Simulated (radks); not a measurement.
N I, configuration [He] 2s2 2p3. Method: scalar-relativistic Kohn-Sham, LDA (Slater exchange, Perdew-Wang correlation), spin-polarised, spherical densities, finite nucleus; open shells are filled with parallel spins first; Fermi nuclear charge, rms radius 2.5582 fm; computed with a radial shooting solver on a logarithmic mesh with Libxc functionals.

Normalised radial functions P(r) = r R(r), r in bohr:

r        2p down
0.02122   0.0039
0.02922   0.0072
0.04056   0.0134
0.05631   0.0245
0.07816   0.0439
0.1076    0.0756
0.1494    0.1278
0.2074    0.2068
0.2857    0.3133
0.3965    0.4470
0.5505    0.5853
0.7642    0.6919
1.052     0.7262
1.461     0.6701
2.028     0.5372
2.793     0.3714
3.877     0.2085
5.382     0.0895

2p down (empty): eigenvalue -4.373 eV, 0 radial nodes, <r> = 1.68 bohr, 90 % of the charge inside 3.02 bohr.
